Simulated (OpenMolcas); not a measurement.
Sb I: terms and fine structure

- Program: OpenMolcas
- Method: CASSCF
- Basis: ANO-RCC-VTZP [7s6p4d2f1g]
- Scalar Hamiltonian: DKH2, point nucleus
- Active space: 3 electrons in 3 orbitals (5p)
- State averaging: 2S+1 = 4 odd, 1 root; 2S+1 = 2 odd, 8 roots
- Spin-orbit coupling: RASSI with atomic mean-field integrals over the reference wave functions, term energies averaged over their components

With spin-orbit coupling, above the lowest level:

```
Configuration  Term    J  E (cm-1)  Measured (cm-1)      g  Term weight %
      5s2 5p3   4S*  3/2       0.0              0.0  1.990             98
      5s2 5p3   2D*  3/2     12475             8512  0.850             91
      5s2 5p3   2D*  5/2     13406             9854  1.200            100
      5s2 5p3   2P*  1/2     21932            16395  0.666            100
      5s2 5p3   2P*  3/2     23220            18464  1.296             90
```

Against the 4 measured excited levels shown (NIST Handbook of Basic Atomic Spectroscopic Data) the mean absolute deviation is 4500 cm-1; the largest miss in energy is 5s2 5p3 2P* 1/2: computed 21932, measured 16395 cm-1 (+33.8 %), and the largest in proportion 5s2 5p3 2D* 3/2 (+46.6 %).

Spin-orbit coupling puts the lowest level 357 cm-1 below the lowest spin-free term.

With the s shell closed, the reference lacks s² → p² mixing. Measured partners are found by configuration, term and J. A level has none where our copy of the source lacks it or the pairing is in doubt (some pairs that miss far off the trend of their configuration count as doubtful), and it then counts in no deviation. Only configurations of the active space appear.

The term weight is that of the spin-free term in the level, not the purity of its configuration. * marks odd parity.
